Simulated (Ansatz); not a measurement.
`B[SiH2]OBF`. Charge 0, multiplicity 1. All single points use the PBE0-D4/def2-TZVP geometry. It is one conformer, not always the lowest.

```xyz
10

B    -1.534   -0.855    1.200
Si   -0.330    0.561    0.461
O     1.075   -0.050   -0.185
B     1.652    0.022   -1.393
F     2.811   -0.594   -1.576
H    -2.544   -0.515    1.744
H    -1.308   -2.025    1.121
H    -1.058    1.330   -0.592
H     0.066    1.510    1.538
H     1.169    0.615   -2.316
```

What is the dipole moment at PBE/def2-TZVPP? (An estimate is asked.)

Ansatz gave: 1.92 D, with components (-1.75, 0.47, 0.64) D in this frame, pointing from negative to positive charge.

And with r2SCAN, B3LYP, ωB97M-V? (Best estimate.)

Computed: r2SCAN 1.94 D, B3LYP 2.03 D, ωB97M-V 1.99 D.

Give the Mulliken charges with PBE, r2SCAN, ωB97M-V in def2-TZVPP. (Estimate.)

Computed: 
| atom | PBE | r2SCAN | ωB97M-V |
| --- | --- | --- | --- |
| B1 | -0.03 | -0.03 | -0.16 |
| Si2 | 0.28 | 0.39 | 0.27 |
| O3 | -0.24 | -0.35 | -0.33 |
| B4 | 0.26 | 0.38 | 0.29 |
| F5 | -0.19 | -0.25 | -0.24 |
| H6 | 0.04 | 0.02 | 0.09 |
| H7 | 0.05 | 0.03 | 0.10 |
| H8 | -0.06 | -0.07 | -0.03 |
| H9 | -0.05 | -0.07 | -0.02 |
| H10 | -0.04 | -0.04 | 0.02 |

B3LYP here is the variant with VWN-RPA as its local correlation; programs differ in this.
